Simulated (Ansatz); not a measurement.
`F[C](F)(F)[Sn]([F])([F])[C](F)(F)F`, relaxed with RKS PBE0-D4/def2-TZVP in Ansatz from a PBE-D4/def2-SVP geometry. The force threshold is 0.005 eV/Å; the program also tests the step.

The species carries charge 0 and has multiplicity 1. Sn: def2 effective core potential.

Start:

```xyz
11

F     0.680    1.787   -1.744
C     0.703    1.817   -0.397
F     1.854    2.377    0.004
F    -0.324    2.578    0.030
Sn    0.515   -0.261    0.421
F     2.109   -1.250   -0.113
F     0.642   -0.145    2.363
C    -1.266   -1.531   -0.064
F    -1.361   -1.710   -1.396
F    -2.392   -0.931    0.368
F    -1.161   -2.730    0.527
```

(1) How much energy does the relaxation release, and in how many steps? (An estimate is asked.)

(2) Which bonds change most? (Estimate.)

(3) Give the relaxed structure. (Best estimate.)

Answers

(1) Ansatz gave: 10.36 kJ/mol, in 4 steps.

(2) Ansatz gave: Sn5–F7 from 1.950 to 1.899 Å; Sn5–F6 from 1.950 to 1.899 Å; C2–Sn5 from 2.241 to 2.208 Å; Sn5–C8 from 2.240 to 2.208 Å.

(3) Ansatz gave: 
```xyz
11

F     0.676    1.767   -1.721
C     0.698    1.786   -0.386
F     1.833    2.356    0.003
F    -0.317    2.547    0.031
Sn    0.515   -0.261    0.421
F     2.063   -1.224   -0.111
F     0.632   -0.141    2.313
C    -1.241   -1.511   -0.058
F    -1.342   -1.692   -1.376
F    -2.363   -0.923    0.364
F    -1.153   -2.704    0.521
```
